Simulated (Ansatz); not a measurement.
## Worked example: GeH2F2 + C2H2FSn → GeHF2 + C2H3FSn

Species: GeH2F2 (difluorogermane) `[F][GeH2][F]`, singlet; C2H2FSn `C#[C][SnH][F]`, doublet; GeHF2 `[F][GeH][F]`, doublet; C2H3FSn `C#[C][SnH2][F]`, singlet. A radical takes H: the energy is the difference in strength between the Ge–H bond broken and the Sn–H bond made.

Shapes, held fixed at every level: PBE0-D4/def2-TZVP. Programs: Ansatz 0.2.0. The zero-point and thermal change to 298 K, harmonic and unscaled (PBE0-D4/def2-TZVP), is -3.3 kJ/mol.

At CCSD(T)/def2-TZVPP; 1 Eh = 2625.50 kJ/mol:

| species | energy (Eh) |
| --- | --- |
| GeH2F2 | -2276.361072 |
| C2H2FSn | -390.593110 |
| GeHF2 | -2275.716181 |
| C2H3FSn | -391.220129 |

Task: Work out ΔH(298 K) of the reaction at this level.

Result: 
1. Products less reactants: (-2275.716181) + (-391.220129) − [(-2276.361072) + (-390.593110)] = 0.017872 Eh = +46.9 kJ/mol.
2. With the thermal change: +46.9 + (-3.3) = +43.6 kJ/mol.

Other levels give +38.4 (PBE-D4/def2-TZVPP) to +45.5 kJ/mol (MP2/def2-SVP). No measured value is set beside it here. Open shells run unrestricted. For atoms past krypton def2 sets carry core potentials with scalar relativity. Relativity is left out for Ge. Outer-core shells of Ge, Sn are correlated, in sets that cover them unevenly.
